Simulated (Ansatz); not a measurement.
Two members of one family (Series MgX2), computed with Ansatz in the gas phase; def2 core potentials for I, no spin–orbit coupling. The two geometries come from different levels. Binding counts from free atoms in the multiplicity of their measured ground term, without zero-point energy. A dash marks a value that wasn't run or was left out as unsound. The structures are stationary points that may keep the symmetry of their start. Remarks come from the PBE and PBE0 runs and from stability tests at other levels; not every state was tested. HOMO above LUMO (over both spins in singlets and doublets, within one spin in higher multiplets; at PBE or PBE0), or a gap under 0.15 eV within one spin, warns that the state may not be the lowest or that an electron is smeared out.

First: MgI2 (singlet, charge 0, r2SCAN-D4/def2-TZVP geometry).

```xyz
3

Mg   -0.0002   -0.0018    0.0018
I    -2.4989    0.3604    0.1649
I     2.4990   -0.3587   -0.1667
```

| level | HOMO (eV) | LUMO (eV) | gap (eV) | vertical IE (eV) | vertical triplet (eV) | binding per atom (eV) |
| --- | --- | --- | --- | --- | --- | --- |
| PBE-D4/def2-SVP | -6.57 | -2.52 | 4.05 | – | – | 1.97 |
| PBE-D4/def2-TZVP | -6.65 | -2.61 | 4.04 | – | – | 1.97 |
| r2SCAN-D4/def2-TZVP | -6.95 | -2.20 | 4.75 | 9.37 | 4.30 | 2.05 |
| PBE0-D4/def2-SVP | -7.72 | -1.87 | 5.85 | – | – | 1.98 |
| PBE0-D4/def2-TZVP | -7.76 | -1.92 | 5.84 | 9.55 | 4.41 | 1.98 |

Remarks: gap within one spin near zero at PBE or PBE0 (+1 doublet), HOMO above LUMO (+1 doublet), gap within one spin near zero at PBE or PBE0 (triplet), HOMO above LUMO (triplet).

Second: MgCl2 (singlet, charge 0, PBE0-D4/def2-TZVP geometry).

| atom | x (Å) | y (Å) | z (Å) |
| --- | --- | --- | --- |
| Mg1 | 0.0040 | 0.0013 | -0.0048 |
| Cl2 | 0.4338 | 1.9385 | 0.8689 |
| Cl3 | -0.4377 | -1.9398 | -0.8641 |

Problem. Estimate the same table for the second.

Solution. 
| level | HOMO (eV) | LUMO (eV) | gap (eV) | vertical IE (eV) | vertical triplet (eV) | binding per atom (eV) |
| --- | --- | --- | --- | --- | --- | --- |
| PBE-D4/def2-SVP | -7.49 | -2.43 | 5.06 | – | – | 2.74 |
| PBE-D4/def2-TZVP | -7.63 | -2.50 | 5.12 | 10.70 | 5.11 | 2.70 |
| r2SCAN-D4/def2-TZVP | -7.98 | -2.02 | 5.96 | 10.93 | 5.46 | 2.79 |
| PBE0-D4/def2-SVP | -8.92 | -1.74 | 7.18 | – | – | 2.71 |
| PBE0-D4/def2-TZVP | -9.02 | -1.79 | 7.23 | 11.16 | 5.63 | 2.69 |

Remarks: gap within one spin near zero at PBE or PBE0 (+1 doublet), gap within one spin near zero at PBE or PBE0 (triplet).
